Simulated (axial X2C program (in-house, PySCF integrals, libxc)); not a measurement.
**Which functional? An output for KSb**

An SCF output computed with an in-house all-electron X2C program for linear molecules (integrals from PySCF) for KSb at 3.317 Å, two-component, state Ω = 1, Sb dyall-v3z [11s12p8d1f], K dyall-v3z [11s12p4d2f] (cores contracted in-house), without its first line:

```
basis functions 175  fitting functions 912  grid points 5808
iter        total energy     max residual
   1      -7079.699610781     4.83e-01
   2      -7079.741919106     1.78e-03
   3      -7079.741949996     6.42e-04
   4      -7079.741969809     1.93e-04
   5      -7079.741970743     6.04e-05
   6      -7079.741970900     1.27e-05
   7      -7079.741970940     8.49e-06
   8      -7079.741970961     5.62e-06
   9      -7079.741970970     2.02e-06
  10      -7079.741970971     9.85e-07
converged
one-electron -10032.85839664  Coulomb 3007.67283386  exact exchange -50.54198576  xc functional -154.71484416  nuclear repulsion 154.58930280  atomic mean-field constant -3.88888107
```

Task: Which level of theory produced it?
A. HF
B. M06
C. PBE
D. PBE0

Result: D. The exact-exchange term against the functional term shows a share of 0.25 of exact exchange.
